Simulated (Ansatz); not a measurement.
Molecule: CHClF (charge -1, singlet). It need not be the lowest isomer of its formula. Whether it binds its extra electron was not tested at this geometry. 
Geometry from a B3LYP-D3(BJ)/def2-TZVP (Ansatz, a program for electronic structure) optimisation:
SMILES: F[CH-]Cl
```xyz
4

F     -1.4361     0.7795    -0.0778
C     -0.8784    -0.4999     0.2394
Cl     1.1272    -0.1769     0.0006
H     -0.9665    -1.0083    -0.7469
```
Charge -1, spin multiplicity 1.

Basis-set convergence of Hartree-Fock and MP2 correlation energies (hartree) with Ansatz. Cores are frozen in the correlated levels unless marked. No spin-orbit coupling. No relativistic terms. This anion needs diffuse functions, which these sets lack.

```json
[
 {"basis": "cc-pV(D+d)Z", "functions": "56", "E(HF)": "-597.32763", "E(corr, MP2)": "-0.45772"},
 {"basis": "cc-pV(T+d)Z", "functions": "113", "E(HF)": "-597.39163", "E(corr, MP2)": "-0.61322"},
 {"basis": "cc-pV(Q+d)Z", "functions": "204", "E(HF)": "?", "E(corr, MP2)": "?"}
]
```

**Question.** What belongs in the gaps?

**Answer.** 
- cc-pV(Q+d)Z, E(HF): -597.40900
- cc-pV(Q+d)Z, E(corr, MP2): -0.67115
